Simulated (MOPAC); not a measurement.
MOPAC input (PM3):

```
PM3 1SCF CHARGE=1 GEO-OK AUX(PRECISION=9) THREADS=1
H5O3SSi

O    -1.49560900 1   -0.59567800 1    0.75013500 1
Si   -0.28776100 1    0.00936800 1   -0.11340000 1
O    -0.56985500 1    0.62359200 1   -1.56985000 1
O     0.24042100 1   -1.59211400 1   -0.80788500 1
S     1.20070900 1    0.85772600 1    1.06071800 1
H    -1.90046300 1   -0.17674500 1    1.51640000 1
H    -0.73587800 1    1.55154200 1   -1.76321400 1
H    -0.01802400 1   -2.41340500 1   -0.35518500 1
H     0.21104700 1   -1.69426600 1   -1.77552800 1
H     1.86096600 1    1.39170600 1    0.01444200 1
```

Output:

```
 *******************************************************************************
 **                                                                           **
 **                              MOPAC v23.2.5                                **
 **                                                                           **
 *******************************************************************************
 ** MOPAC's Digital Object Identifier: https://doi.org/10.5281/zenodo.6511958 **
 **                                                                           **
 ** Please cite the open-source release paper for use of this MOPAC version:  **
 ** J. E. Moussa and J. J. P. Stewart (2026)                                  **
 ** MOPAC: An open-source semiempirical molecular orbital program             **
 ** J. Open Source Softw., 11(119), 8025, https://doi.org/10.21105/joss.08025 **
 *******************************************************************************

                              PM3 CALCULATION RESULTS

 *******************************************************************************
 *  PM3        - The PM3 Hamiltonian to be used
 *  GEO-OK     - OVERRIDE INTERATOMIC DISTANCE AND OTHER SAFETY CHECKS
 *
 *
 *
 *                 CHARGE ON SYSTEM = +1
 *
 *
 *
 *  1SCF       - DO 1 SCF AND THEN STOP
 *  AUX        - OUTPUT AUXILIARY INFORMATION
 *******************************************************************************
PM3 1SCF CHARGE=1 GEO-OK AUX(PRECISION=9) THREADS=1
 H5O3SSi

   ATOM   CHEMICAL          X               Y               Z
  NUMBER   SYMBOL      (ANGSTROMS)     (ANGSTROMS)     (ANGSTROMS)

     1       O         -1.49560900  *  -0.59567800  *   0.75013500  *
     2      Si         -0.28776100  *   0.00936800  *  -0.11340000  *
     3       O         -0.56985500  *   0.62359200  *  -1.56985000  *
     4       O          0.24042100  *  -1.59211400  *  -0.80788500  *
     5       S          1.20070900  *   0.85772600  *   1.06071800  *
     6       H         -1.90046300  *  -0.17674500  *   1.51640000  *
     7       H         -0.73587800  *   1.55154200  *  -1.76321400  *
     8       H         -0.01802400  *  -2.41340500  *  -0.35518500  *
     9       H          0.21104700  *  -1.69426600  *  -1.77552800  *
    10       H          1.86096600  *   1.39170600  *   0.01444200  *

          CARTESIAN COORDINATES

    NO.       ATOM           X           Y           Z

     1         O         -1.4956     -0.5957      0.7501
     2        Si         -0.2878      0.0094     -0.1134
     3         O         -0.5699      0.6236     -1.5699
     4         O          0.2404     -1.5921     -0.8079
     5         S          1.2007      0.8577      1.0607
     6         H         -1.9005     -0.1767      1.5164
     7         H         -0.7359      1.5515     -1.7632
     8         H         -0.0180     -2.4134     -0.3552
     9         H          0.2110     -1.6943     -1.7755
    10         H          1.8610      1.3917      0.0144

  H: (PM3): J. J. P. STEWART, J. COMP. CHEM. 10, 209 (1989).
  O: (PM3): J. J. P. STEWART, J. COMP. CHEM. 10, 209 (1989).
 Si: (PM3): J. J. P. STEWART, J. COMP. CHEM. 10, 209 (1989).
  S: (PM3): J. J. P. STEWART, J. COMP. CHEM. 10, 209 (1989).

           Empirical Formula: H5 O3 Si S  =    10 atoms

      MOLECULAR POINT GROUP   :   C1

      RHF CALCULATION, NO. OF DOUBLY OCCUPIED LEVELS = 16

 -------------------------------------------------------------------------------
 PM3 1SCF CHARGE=1 GEO-OK AUX(PRECISION=9) THREADS=1
 H5O3SSi

     1SCF WAS SPECIFIED, SO BFGS WAS NOT USED
     SCF FIELD WAS ACHIEVED

                              PM3 CALCULATION
                                                       MOPAC v23.2.5 Linux

          FINAL HEAT OF FORMATION =        -68.55438 KCAL/MOL =    -286.83154 KJ/MOL

          COSMO AREA              =        126.12 SQUARE ANGSTROMS
          COSMO VOLUME            =        115.86 CUBIC ANGSTROMS

          IONIZATION POTENTIAL    =         13.812016 EV
          HOMO LUMO ENERGIES (EV) =        -13.812 -5.647
          NO. OF FILLED LEVELS    =         16
          MOLECULAR WEIGHT        =        113.1832         POINT GROUP:  C1

          MOLECULAR DIMENSIONS (Angstroms)

            Atom       Atom       Distance
            H    10    H     6     4.34330
            H     8    H     7     4.06649
            S     5    H     9     3.70673

          SCF CALCULATIONS        =          1

   ATOM   CHEMICAL          X               Y               Z
  NUMBER   SYMBOL      (ANGSTROMS)     (ANGSTROMS)     (ANGSTROMS)

     1       O         -1.49560900  *  -0.59567800  *   0.75013500  *
     2      Si         -0.28776100  *   0.00936800  *  -0.11340000  *
     3       O         -0.56985500  *   0.62359200  *  -1.56985000  *
     4       O          0.24042100  *  -1.59211400  *  -0.80788500  *
     5       S          1.20070900  *   0.85772600  *   1.06071800  *
     6       H         -1.90046300  *  -0.17674500  *   1.51640000  *
     7       H         -0.73587800  *   1.55154200  *  -1.76321400  *
     8       H         -0.01802400  *  -2.41340500  *  -0.35518500  *
     9       H          0.21104700  *  -1.69426600  *  -1.77552800  *
    10       H          1.86096600  *   1.39170600  *   0.01444200  *

                             CARTESIAN COORDINATES

   1    O       -1.495609000    -0.595678000     0.750135000
   2   Si       -0.287761000     0.009368000    -0.113400000
   3    O       -0.569855000     0.623592000    -1.569850000
   4    O        0.240421000    -1.592114000    -0.807885000
   5    S        1.200709000     0.857726000     1.060718000
   6    H       -1.900463000    -0.176745000     1.516400000
   7    H       -0.735878000     1.551542000    -1.763214000
   8    H       -0.018024000    -2.413405000    -0.355185000
   9    H        0.211047000    -1.694266000    -1.775528000
  10    H        1.860966000     1.391706000     0.014442000

           Empirical Formula: H5 O3 Si S  =    10 atoms

      MOLECULAR POINT GROUP   :   C1

                  EIGENVALUES
 -44.69844 -41.40401 -40.63761 -30.67343 -24.47867 -23.73641 -21.70608 -21.11990
 -19.83880 -19.14211 -18.53561 -17.80446 -16.83736 -16.46091 -14.66903 -13.81202
  -5.64652  -4.94361  -3.45697  -3.16839  -2.53972  -2.09636  -0.90826   0.63026
   0.81184

              NET ATOMIC CHARGES AND DIPOLE CONTRIBUTIONS

  ATOM NO.   TYPE          CHARGE      No. of ELECS.   s-Pop       p-Pop
    1          O          -0.529215        6.5292     1.73177     4.79744
    2         Si           1.268323        2.7317     0.84092     1.89076
    3          O          -0.550372        6.5504     1.73369     4.81668
    4          O          -0.249435        6.2494     1.66864     4.58080
    5          S          -0.107482        6.1075     1.90571     4.20178
    6          H           0.277716        0.7223     0.72228
    7          H           0.276582        0.7234     0.72342
    8          H           0.286506        0.7135     0.71349
    9          H           0.284314        0.7157     0.71569
   10          H           0.043063        0.9569     0.95694
 DIPOLE           X         Y         Z       TOTAL
 POINT-CHG.    -0.244    -2.193    -1.359     2.592
 HYBRID        -0.734     0.170    -1.647     1.811
 SUM           -0.977    -2.023    -3.006     3.753

          ATOMIC ORBITAL ELECTRON POPULATIONS

     Atom    s        px        py        pz
    1  O   1.73177   1.62528   1.67336   1.49881
    2 Si   0.84092   0.68711   0.59115   0.61250
    3  O   1.73369   1.87925   1.36495   1.57249
    4  O   1.66864   1.89042   1.38999   1.30038
    5  S   1.90571   1.40179   1.62617   1.17382
    6  H   0.72228
    7  H   0.72342
    8  H   0.71349
    9  H   0.71569
   10  H   0.95694

 **********************
 *                    *
 * JOB ENDED NORMALLY *
 *                    *
 **********************

 == MOPAC DONE ==
```

The dipole moment of an ion depends on the origin.

The geometry given is a B3LYP-D3(BJ)/def2-TZVP minimum.
